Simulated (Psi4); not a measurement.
Pair of molecules: NH3 (SMILES N) (first 4 atoms) with CO (SMILES [C-]#[O+]); geometry from B3LYP-D3(BJ)/def2-TZVP, rigid monomers moved along the line of their centres of mass till N1···C5 is 5.57 Å.
(charge 0, multiplicity 1):
| atom | x (Å) | y (Å) | z (Å) |
|---|---|---|---|
| N | -0.0456 | -0.1903 | -0.0940 |
| H | -0.9569 | 0.2520 | -0.1278 |
| H | 0.6428 | 0.5274 | -0.2905 |
| H | -0.0049 | -0.8666 | -0.8479 |
| C | -0.2860 | 0.7461 | 5.3938 |
| O | 0.1441 | -0.1120 | 5.9812 |

All values below come from Psi4 1.11 with SAPT0/jun-cc-pV(D+d)Z.

Q: Which attractive term is largest, and how does the interaction split up?

A: electrostatics -0.11, exchange 0.00, induction -0.01, dispersion -0.02, total -0.14 kcal/mol; the largest attraction is electrostatics.
